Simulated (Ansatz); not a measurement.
System: sum formula AlN2H5, net charge 0, singlet state. 
Structure (B3LYP-D3(BJ)/def2-TZVP (Ansatz, a program for electronic structure) minimum search):
```xyz
8

N      1.4891    -0.4432     0.3307
Al     0.0168     0.4821    -0.0152
N     -1.5170    -0.3587    -0.3054
H      1.5647    -1.4464     0.3856
H      2.3869    -0.0195     0.5032
H      0.0715     2.0535    -0.0648
H     -2.3836     0.1147    -0.5062
H     -1.6623    -1.3557    -0.2972
```
Charge 0, spin multiplicity 1.

Total electronic energies in hartree. Correlated levels leave the core frozen unless marked. No spin-orbit coupling. Non-relativistic unless marked X2C. Basis-set limits of correlation are two-point, X^-3; Hartree-Fock from the larger set (for Q and 5 zeta extrapolated as (X+1)exp(-9√X)). [CCSD(T)-MP2]/basis is that difference in the basis named.

| level | program | energy (Eh) |
|---|---|---|
| HF/aug-cc-pV(D+d)Z | Ansatz | -353.82477 |
| B3LYP-D3(BJ)/def2-TZVPD | Ansatz + dftd3 | -355.10994 |
| PBE0-D4/def2-TZVP | Ansatz + dftd4 | -354.82452 |
| CAM-B3LYP/def2-TZVPD | Ansatz | -355.03146 |
| RI-MP2/aug-cc-pV(T+d)Z | Ansatz | -354.39503 |
| CCSD/cc-pV(5+d)Z | Ansatz | -354.46124 |
| X2C-CCSD(T)/cc-pVTZ-DK | Ansatz | -354.91282 |
| RI-MP2/CBS(aug-cc-pV(T+d)Z,aug-cc-pV(Q+d)Z)+[CCSD(T)-MP2]/aug-cc-pV(T+d)Z | Ansatz | -354.5020 |
| CCSD(T)/CBS(cc-pV(Q+d)Z,cc-pV(5+d)Z) | Ansatz | -354.4957 |

Totals of different functionals don't rank their quality; only differences between species are comparable.
